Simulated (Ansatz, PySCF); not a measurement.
Lewis adduct: BH3 (SMILES B) (first 4 atoms) with CHN (SMILES C#N); geometry from B3LYP-D3(BJ)/def2-TZVP, rigid monomers moved along the line of their centres of mass till B1···N6 is 2.78 Å.
(charge 0, multiplicity 1):
```xyz
7

B     -0.097     0.048     0.770
H      0.666     0.927     0.451
H      0.204    -1.031     0.322
H     -1.256     0.333     0.591
C      0.294    -0.299     4.652
N      0.180    -0.198     3.521
H      0.401    -0.394     5.708
```

Quantity: the interaction energy.

Interaction energies are E(AB) − E(A) − E(B) at the monomers' geometry in the complex; basis-set methods are counterpoise corrected.

Cores are frozen in the correlated methods. CBS: X⁻³ extrapolation of the correlation energy, Hartree–Fock from the larger set.

The values were computed with Ansatz (a program for electronic structure) with Gaussian orbitals; PySCF for the dispersion terms. Each number belongs to the level named beside it.

Costs are ratios of core time to PBE/def2-TZVPPD (roughly 4 s), for whole runs (searches for the state included, and forces where a run took them) on one shared machine, so rough; each difference counts from -6.90 kcal/mol (MP2/CBS(aug-cc-pVDZ, aug-cc-pVTZ) + ΔCCSD(T)/aug-cc-pVDZ, a level with limits of its own).

```json
[
 {"level": "PBE/def2-TZVPPD", "basis functions": "179", "cost": "×1"},
 {"level": "PBE-D3(BJ)/def2-TZVPPD", "basis functions": "179", "cost": "×1"},
 {"level": "B3LYP/def2-TZVPPD", "basis functions": "179", "cost": "×1"},
 {"level": "B3LYP-D3(BJ)/def2-TZVPPD", "basis functions": "179", "cost": "×1"},
 {"level": "PBE0/def2-TZVPPD", "basis functions": "179", "cost": "×1"},
 {"level": "PBE0-D3(BJ)/def2-TZVPPD", "basis functions": "179", "cost": "×1"},
 {"level": "r2SCAN/def2-TZVPPD", "basis functions": "179", "cost": "×2"},
 {"level": "r2SCAN-D3(BJ)/def2-TZVPPD", "basis functions": "179", "cost": "×2"},
 {"level": "wB97X-V/def2-TZVPPD", "basis functions": "179", "cost": "×4"},
 {"level": "wB97M-V/def2-TZVPPD", "basis functions": "179", "cost": "×4"},
 {"level": "MP2/aug-cc-pVTZ", "basis functions": "230", "cost": "×4"},
 {"level": "CCSD(T)/aug-cc-pVDZ", "basis functions": "105", "cost": "×5"}
]
```

Each difference (kcal/mol): PBE/def2-TZVPPD -0.19; PBE-D3(BJ)/def2-TZVPPD -0.76; B3LYP/def2-TZVPPD 0.75; B3LYP-D3(BJ)/def2-TZVPPD -0.18; PBE0/def2-TZVPPD 0.26; PBE0-D3(BJ)/def2-TZVPPD -0.28; r2SCAN/def2-TZVPPD -0.27; r2SCAN-D3(BJ)/def2-TZVPPD -0.50; wB97X-V/def2-TZVPPD -0.17; wB97M-V/def2-TZVPPD -0.18; MP2/aug-cc-pVTZ -0.25; CCSD(T)/aug-cc-pVDZ 0.10.
